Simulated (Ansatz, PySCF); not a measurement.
3-fluoro-3-methylbut-1-yne (C₅H₇F), SMILES C#CC(C)(C)F. Atoms are numbered in the order given.

```xyz
13

C      2.3722     0.0935    -0.0005
C      1.1611     0.0246     0.0000
C     -0.3110    -0.0239     0.0005
C     -0.8814     0.5992    -1.2739
C     -0.8805     0.6022     1.2739
F     -0.6981    -1.3773     0.0023
H      3.4446     0.1435    -0.0009
H     -0.4864     0.0738    -2.1544
H     -0.6079     1.6622    -1.3409
H     -1.9776     0.5077    -1.2627
H     -1.9768     0.5107     1.2636
H     -0.6069     1.6653     1.3382
H     -0.4849     0.0789     2.1554
```

The structure is a stationary point at TPSSh-D3(BJ)/def2-SVP.

Two levels are set side by side: PBE-D3(BJ)/def2-SVP (Ansatz, a first-principles code) and TPSSh-D3(BJ)/def2-SVP (PySCF). Each level has its own optimised geometry; the coordinates shown are those of the second. Frequencies come from the Hessian of PySCF at each geometry. Differences are taken from unrounded values.

```tsv
quantity	TPSSh-D3(BJ)
mean bond length (Å)	1.235
bond C1–C2 (Å)	1.213
bond C2–C3 (Å)	1.473
bond C3–C4 (Å)	1.529
bond C3–C5 (Å)	1.529
bond C3–F6 (Å)	1.408
bond C1–H7 (Å)	1.074
bond C4–H8 (Å)	1.099
bond C4–H9 (Å)	1.100
bond C4–H10 (Å)	1.100
bond C5–H11 (Å)	1.100
bond C5–H12 (Å)	1.100
bond C5–H13 (Å)	1.099
highest harmonic wavenumber (cm⁻¹)	3471
mean harmonic wavenumber (cm⁻¹)	1386
zero-point energy (kcal/mol)	65.38
```

Q: What does PBE-D3(BJ) give, and how far is it from TPSSh-D3(BJ)? (An estimate is asked for; the answer gives what the named calculation found.)

A: 
```
quantity                            PBE-D3(BJ)  PBE-D3(BJ) minus TPSSh-D3(BJ)
----------------------------------  ----------  -----------------------------
mean bond length (Å)                     1.241                          0.006
bond C1–C2 (Å)                           1.222                          0.009
bond C2–C3 (Å)                           1.474                          0.001
bond C3–C4 (Å)                           1.531                          0.002
bond C3–C5 (Å)                           1.531                          0.002
bond C3–F6 (Å)                           1.413                          0.005
bond C1–H7 (Å)                           1.081                          0.008
bond C4–H8 (Å)                           1.106                          0.008
bond C4–H9 (Å)                           1.107                          0.008
bond C4–H10 (Å)                          1.108                          0.008
bond C5–H11 (Å)                          1.108                          0.008
bond C5–H12 (Å)                          1.107                          0.008
bond C5–H13 (Å)                          1.106                          0.008
highest harmonic wavenumber (cm⁻¹)        3407                            -65
mean harmonic wavenumber (cm⁻¹)           1348                            -38
zero-point energy (kcal/mol)             63.60                          -1.78
```

GGA bonds tend to be longer and softer than those of functionals with exact exchange. Differences between two approximate levels are no errors against the true value.
